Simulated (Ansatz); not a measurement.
Input file for C₃H₇AlO₂ (`C[O][Al]1[CH2]C[O]1`):

```yaml
crystal:
  periodic: [false, false, false]
  atoms:
    - {symbol: C, position_ang: [-0.714249, -2.137819, 1.861646]}
    - {symbol: O, position_ang: [-0.260768, -1.545705, 0.682268]}
    - {symbol: Al, position_ang: [0.032602, -0.095376, -0.079731]}
    - {symbol: C, position_ang: [0.665383, 0.717515, -1.722269]}
    - {symbol: C, position_ang: [0.351162, 1.993942, -0.908822]}
    - {symbol: O, position_ang: [-0.144273, 1.550960, 0.376382]}
    - {symbol: H, position_ang: [0.073228, -2.762564, 2.294608]}
    - {symbol: H, position_ang: [-1.576712, -2.778143, 1.651940]}
    - {symbol: H, position_ang: [-1.012733, -1.395893, 2.610037]}
    - {symbol: H, position_ang: [1.717231, 0.602140, -1.983210]}
    - {symbol: H, position_ang: [0.061184, 0.601379, -2.621847]}
    - {symbol: H, position_ang: [-0.415147, 2.607026, -1.392901]}
    - {symbol: H, position_ang: [1.243489, 2.607939, -0.753302]}
basis:
  gaussian: {orbitals: def2-TZVPP}
correlation: {method: ccsd_t}
```

```sh
$ ansatz run in.yaml --threads 4 --pin off --events-out ev --progress --plain --max-ram 10444MiB
```

Output of Ansatz, abridged:

```
Functional definition: HF
1768 factors; integrals over basis functions are off by at most 9.7e-4 eV
mean field evaluation 1: about -13858.4921 eV, gradient 5.2e1 eV
mean field evaluation 2: about -13858.7939 eV, gradient 5.2e1 eV
mean field evaluation 4: about -13864.2900 eV, gradient 4.9e0 eV
mean field evaluation 8: about -13864.3849 eV, gradient 3.6e-1 eV
mean field evaluation 16: about -13864.3858 eV, gradient 1.4e-6 eV
mean field -13864.38584245 eV, -509.5067820919 hartree, gradient 1.4e-6 eV, S^2 0.000000; 0 other end points of the search recorded, 0 dependent functions left out
10 core orbitals not correlated: weight in the atoms' cores, before any rotation towards them, 1.000 or more for the frozen orbitals, at most 0.000 for the correlated occupied ones
reference -13864.38584245 eV, -509.5067820919 hartree; 17, 17 occupied and 268, 268 virtual orbitals, 1768 factors
second order -28.76763442 eV of doubles, -0.00000000 eV of singles
cycle   1  -28.89435960 eV  change   -1.3e-1 eV  update   1.2e-1
cycle   2  -29.56484812 eV  change   -6.7e-1 eV  update   3.5e-2
cycle   3  -29.73557977 eV  change   -1.7e-1 eV  update   1.9e-2
cycle   4  -29.72122573 eV  change    1.4e-2 eV  update   4.9e-3
cycle   5  -29.71935804 eV  change    1.9e-3 eV  update   2.5e-3
cycle   6  -29.72061830 eV  change   -1.3e-3 eV  update   7.8e-4
cycle   7  -29.72012108 eV  change    5.0e-4 eV  update   2.9e-4
cycle   8  -29.71998799 eV  change    1.3e-4 eV  update   8.1e-5
cycle   9  -29.72001524 eV  change   -2.7e-5 eV  update   3.2e-5
perturbative correction -1.17498323 eV, -0.0431798372 hartree
Total energy: -13895.28084093 eV, -510.6421523444 hartree
```

Run time 6.6 min (4 threads of an Intel Xeon Platinum 8488C on a shared host); peak host memory 3.9 GiB.

The correlation energy is -30.895 eV, 3.8 % of it from (T); the T1 diagnostic reads 0.0129.
